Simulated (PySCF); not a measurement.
## Calculated data, AlGeH2NO

Computed with PySCF 2.14.0. Calculation on a computer-drawn molecule: the log of a Hartree-Fock and frozen-core CCSD(T) single point meant for a local Hartree-Fock minimum, with one planted fault or none, to be diagnosed. Offsets are logged minus clean, where the clean run is the same molecule without the fault. The reference is restricted for singlets and unrestricted otherwise, and also for a bond in bohr or an excited solution. Adding or removing an electron swaps singlet and doublet. The excited solution moves the top pair (singlet) or top alpha electron (doublet) to the lowest empty orbital. Highest occupied and lowest empty are orbital energies over both spins, largest force is the largest gradient component, triples share is (T) over the correlation energy, the T1 limit is 0.02 restricted and 0.045 unrestricted, electrons count all cores, a negative frequency is imaginary (commonest isotopes), and the dipole is about the centre of nuclear charge; on germanium a core potential holds 10 electrons, which the energies leave out, and 3d is frozen in MP2 and coupled-cluster steps.

```xyz
6
formula=AlGeH2NO meant_charge=0 meant_multiplicity=1 meant_basis=cc-pV(D+d)Z meant_basis_and_core_potential_on_germanium=cc-pVDZ-PP_ECP10MDF logged_electrons=62 logged_basis_functions=84 logged_SCF_converged=yes logged_spin_squared=0 logged_highest_occupied=-7.7164 logged_lowest_empty=1.3378 logged_largest_force=0.023196 logged_T1_diagnostic=0.02156 logged_D1_diagnostic=0.066316 logged_triples_share=0.036335 logged_CC_converged=yes logged_dipole_magnitude=5.0073 logged_SCF_stable_within_its_kind=yes logged_energy_HF=-665.76349 logged_energy_CCSD(T)=-666.30491 possible_faults=no_fault,one_electron_removed,one_electron_added,multiplicity_raised_by_two,geometry_at_a_saddle_point,SCF_held_on_an_excited_solution,minimal_basis_STO-3G,one_bond_length_entered_in_bohr,all_coordinates_scaled planted_fault=all_coordinates_scaled,by_+2.8_% HF_energy_offset_from_clean_run=3.417 CCSD(T)_energy_offset_from_clean_run=-1.58
O      1.6239    -0.6369     0.0514
Ge     0.6266     0.7823     0.5467
N     -0.7306     0.6848     1.5697
Al    -1.9891    -0.0805     2.6328
H      2.3762    -0.4491    -0.5376
H      1.2410     2.0526    -0.1272
```

Units: logged_highest_occupied, logged_lowest_empty in eV; logged_largest_force in hartree/bohr; logged_dipole_magnitude in debye; logged_energy_HF, logged_energy_CCSD(T) in hartree; HF_energy_offset_from_clean_run, CCSD(T)_energy_offset_from_clean_run in kcal/mol.

Drawn bonds:
```tsv
atom	other atom	order
1	2	1
2	3	2
3	4	1
1	5	1
2	6	1
```

Notes: T1 above single-reference limit.
